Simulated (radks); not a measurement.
The numbers below are computed, except where a source is named.
Q: All-electron atom: the phosphorus ion P9+ in [He] 2s2 2p1 6s1 (not the ground configuration). Code: a radial shooting solver on a logarithmic mesh with Libxc functionals. Model: scalar-relativistic Kohn-Sham, PBE, spin-polarised, spherical densities, finite nucleus; open shells are filled with parallel spins first; Fermi nuclear charge, rms radius 3.1889 fm. Some entries of the table are withheld. Estimate them.

orbital  occ.  eigenvalue (hartree)  <r^2> (bohr^2)  <1/r> (bohr^-1)
1s up       1                   (1)         0.01427            14.69
1s down     1                   (2)         0.01424            14.71
2s up       1             -17.64086          0.2402            3.270
2s down     1             -17.39817          0.2430            3.246
2p up       1             -16.35810             (3)              (4)
2p down     0             -16.08161             (5)              (6)
6s up       1              -1.49210           26.55           0.3004

A: 
(1) 1s up eigenvalue (hartree): -91.49407
(2) 1s down eigenvalue (hartree): -91.37512
(3) 2p up <r^2> (bohr^2): 0.1908
(4) 2p up <1/r> (bohr^-1): 3.192
(5) 2p down <r^2> (bohr^2): 0.1937
(6) 2p down <1/r> (bohr^-1): 3.176
